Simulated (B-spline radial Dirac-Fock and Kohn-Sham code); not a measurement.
## Binding energies of Sm²³⁺ at several levels of theory

System: samarium as Sm²³⁺, configuration 1s2 2s2 2p6 3s2 3p6 3d10 4s2 4p6 4d3.

The density-functional columns are spherical, spin-unpolarised Dirac-Kohn-Sham results without Breit or QED terms: −ε is minus the orbital energy of the initial state and ΔSCF the difference of two total energies. The reference in the last column comes from multi-electron Dirac-Fock with separately optimised hole states, Breit and Lamb-shift corrections added in first order. All numbers are from a B-spline atomic structure program, in eV; a selection of levels is shown. The Kohn-Sham columns are given as differences from the reference. For the 1s level of heavy atoms much of the gap between ΔSCF and the reference is the Breit and QED part, -194.7 eV here; for other levels the error of the functional can be larger.

| level | LDA −ε − DF | LDA ΔSCF − DF | Dirac-Fock |
| --- | --- | --- | --- |
| K (1s) | -275.5 | +181.8 | 47549.3 |
| L1 (2s) | -155.2 | -58.0 | 8458.0 |
| L2 (2p1/2) | -118.6 | -0.2 | 8028.9 |
| L3 (2p3/2) | -124.9 | -16.1 | 7432.9 |
| M1 (3s) | -84.0 | -43.8 | 2422.9 |
| M2 (3p1/2) | -69.3 | -27.5 | 2239.9 |
| M3 (3p3/2) | -68.2 | -28.2 | 2115.1 |
| M4 (3d3/2) | -46.6 | -1.9 | 1802.5 |
| M5 (3d5/2) | -47.2 | -3.1 | 1776.0 |
| N1 (4s) | -32.9 | -12.1 | 970.1 |
| N2 (4p1/2) | -21.7 | -1.0 | 891.4 |
| N3 (4p3/2) | -22.0 | -2.0 | 858.1 |
| N4,5 (4d) | -17.6 | +2.2 | 737.1 |

Values without a named source are computed, but for edge energies of neutral atoms, which are taken from tables.
